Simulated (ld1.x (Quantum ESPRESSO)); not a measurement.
Li (Z = 3): variants of one RRKJ potential

Base potential:

lithium (Li), norm-conserving RRKJ (Kleinman–Bylander form), made with ld1.x (Quantum ESPRESSO) 7.5 (PBE, scalar-relativistic). Core [He], reference 2s0.75 2p0.25. Waves: 2p (bound): rc 4.20 bohr; 2s (bound): rc 3.00 bohr. Local part: the s channel. Core correction: Bessel-smoothed model core inside 1.85 bohr. rho0 = 0.01.

All-electron outer shells of the reference configuration (PBE, scalar-relativistic, ld1.x):

| shell | level (eV) | outermost node (bohr) | outermost maximum (bohr) |
| --- | --- | --- | --- |
| 1s | -52.25 | – | 0.36 |
| 2s | -3.01 | 0.83 | 3.12 |
| 2p | -1.22 | – | 3.81 |

Cutoffs, loose and tight: the cutoffs (Ry, on a coarse ladder) from which the occupation-weighted sum of valence levels, in a spherical-Bessel basis at the reference potential, stays within 10 and 1 mRy of its value at 400 Ry. They do not see the model core or the augmentation charge, which bear on the density cutoff. Test errors are all-electron minus pseudo excitation energies from the reference, over the configurations 2s1 2p0; 2s0.5 2p0; 2s0 2p1. A dash means not determined; rows that change the core or the reference have their own tests.

```tsv
change	outcome	cutoff, loose	cutoff, tight	bound ghosts	largest test error (meV)
base	generated	6 Ry	6 Ry	none	-5.6
core correction Bessel-smoothed model core inside 1.40 bohr	generated	6 Ry	6 Ry	none	-6.3
wave 2s (bound): rc 3.00 bohr becomes 2s (bound): rc 2.90 bohr	generated	6 Ry	6 Ry	none	-5.4
all radii but the core radius scaled by about 0.96 (s 2.88, p 4.02 bohr)	generated	6 Ry	6 Ry	none	-4.6
```

Question: What comes out with this change to the base: wave 2p (bound): rc 4.20 bohr becomes 2p (bound): rc 5.04 bohr?

Answer: outcome: generated; cutoff, loose: 6 Ry; cutoff, tight: 6 Ry; bound ghosts: none; largest test error (meV): -11.

Question: What comes out with this change to the base: reference 2s0.5 2p0.5?

Answer: outcome: generated; cutoff, loose: 6 Ry; cutoff, tight: 6 Ry; bound ghosts: none; largest test error (meV): +3.1.

Question: What comes out with this change to the base: core none, valence charge 3; reference 1s2 2s0.5 2p0.5; waves now 2p (bound): rc 4.20 bohr; 1s (bound): rc 0.65 bohr; core correction none?

Answer: outcome: generated; cutoff, loose: 180 Ry; cutoff, tight: over 300 Ry; bound ghosts: none; largest test error (meV): +119.
